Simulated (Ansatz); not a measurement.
```yaml
crystal:
  periodic: [false, false, false]
  atoms:
    - {symbol: F, position_ang: [0.393852, 1.647895, 1.967310]}
    - {symbol: C, position_ang: [-0.012980, 0.921741, 0.928570]}
    - {symbol: B, position_ang: [0.760004, -0.172784, 0.355441]}
    - {symbol: Si, position_ang: [-0.235779, -0.871140, -1.070716]}
    - {symbol: F, position_ang: [-1.657802, -0.293338, -1.494683]}
    - {symbol: H, position_ang: [-0.988195, 1.280143, 0.599461]}
    - {symbol: H, position_ang: [1.824431, -0.589813, 0.688251]}
    - {symbol: H, position_ang: [0.008668, -1.979802, -2.029534]}
basis:
  gaussian: {orbitals: cc-pVTZ}
total_charge: -3
magnetization: {spin_polarized: true, initial_magnetization: 1}
hamiltonian: {xc: {name: revPBE0}, dispersion: d3bjatm}
```

```sh
$ ansatz run in.yaml --threads 2 --pin off --events-out ev --progress --plain --max-ram 4352MiB
```

Shortened log:

```
Functional definition: revPBE0
  name "revPBE0"
  cite "Zhang & Yang, Phys. Rev. Lett. 80, 890 (1998) doi:10.1103/PhysRevLett.80.890"
  cite "Adamo & Barone, J. Chem. Phys. 110, 6158 (1999) doi:10.1063/1.478522"
  cite "Perdew, Burke & Ernzerhof, Phys. Rev. Lett. 77, 3865 (1996) doi:10.1103/PhysRevLett.77.3865"
  parameter a = 0.25
  parameter kappa = 1.245
  parameter beta = 0.06672455060314922
  exchange = (1 - a)*pbe_x(kappa = kappa, mu = beta*pi^2/3) + a*exact_x
  correlation = pbe_c(beta = beta)
1141 factors; their error is unknown
mean field evaluation 1: about -15000.2027 eV, gradient 1.1e2 eV
mean field evaluation 2: about -14853.3322 eV, gradient 2.1e2 eV
mean field evaluation 4: about -15037.9140 eV, gradient 5.0e1 eV
mean field evaluation 8: about -15054.2281 eV, gradient 2.8e-1 eV
mean field evaluation 16: about -15054.2589 eV, gradient 7.1e-3 eV
mean field evaluation 32: about -15054.2589 eV, gradient 2.0e-5 eV
mean field -15054.25888588 eV, -553.2338099129 hartree, gradient 2.0e-5 eV, S^2 0.754350; 7 other end points of the search recorded, 0 dependent functions left out
reference -15054.25892342 eV, -553.2338112923 hartree; 25, 24 occupied and 171, 172 virtual orbitals, 1141 factors
Total energy: -15054.59680986 eV, -553.2462283900 hartree
```

In this input the charge is far from anything that the molecule holds. The run converged. The result belongs to that input, not to the molecule as meant.
